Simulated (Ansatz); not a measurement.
C2H9AsIn (SMILES [CH3][In+]([CH3])<-[AsH3]), charge +1, singlet, at a GFN2-xTB geometry (such geometries of metal compounds can be far from the true shape) (all electrons, no relativity); CASSCF(6,6)/STO-3G (Ansatz, an electronic-structure program).

Here is a job for Ansatz.
Ansatz 0.2 input:
```yaml
crystal:
  periodic: [false, false, false]
  atoms:
    - {symbol: In, position_ang: [0.01491532, 1.00767213, 0.39062264]}
    - {symbol: C, position_ang: [1.76611088, 1.72520798, -0.86194776]}
    - {symbol: H, position_ang: [2.59977146, 1.05368391, -0.65708296]}
    - {symbol: H, position_ang: [2.00057321, 2.74925913, -0.57340035]}
    - {symbol: H, position_ang: [1.45846953, 1.66768211, -1.90586630]}
    - {symbol: C, position_ang: [-1.72591463, 0.72001787, 1.81810354]}
    - {symbol: H, position_ang: [-2.59395794, 0.45454736, 1.21494295]}
    - {symbol: H, position_ang: [-1.88778307, 1.65246318, 2.35785953]}
    - {symbol: H, position_ang: [-1.45215284, -0.08863011, 2.49559776]}
    - {symbol: As, position_ang: [-0.02994964, -1.92171026, -0.74945036]}
    - {symbol: H, position_ang: [0.54620245, -3.07373771, -0.00179574]}
    - {symbol: H, position_ang: [0.61564657, -2.36121561, -2.01698814]}
    - {symbol: H, position_ang: [-1.27045955, -2.68490341, -1.05884848]}
basis:
  gaussian:
    orbitals: STO-3G
hamiltonian:
  xc: hf
total_charge: 1
magnetization: {spin_polarized: false}
correlation: {active_space: {window: {electrons: 6, orbitals: 6}}}
```

It wrote (shortened):

```
Functional definition: HF
801 factors; integrals over basis functions are off by at most 9.9e-5 eV
mean field evaluation 1: about -216930.7955 eV, gradient 1.4e1 eV
mean field evaluation 2: about -216930.8774 eV, gradient 1.4e1 eV
mean field evaluation 4: about -216931.8131 eV, gradient 1.2e0 eV
mean field evaluation 8: about -216931.8206 eV, gradient 3.2e-6 eV
mean field -216931.82056350 eV, -7972.0973640395 hartree, gradient 1.9e-6 eV, S^2 0.000000; 0 other end points of the search recorded, 0 dependent functions left out
reference -216931.82056350 eV, -7972.0973640395 hartree; 51, 51 occupied and 13, 13 virtual orbitals, 801 factors
state -216933.22627804 eV, -7972.1490230960 hartree
Total energy: -216933.22627804 eV, -7972.1490230960 hartree
```
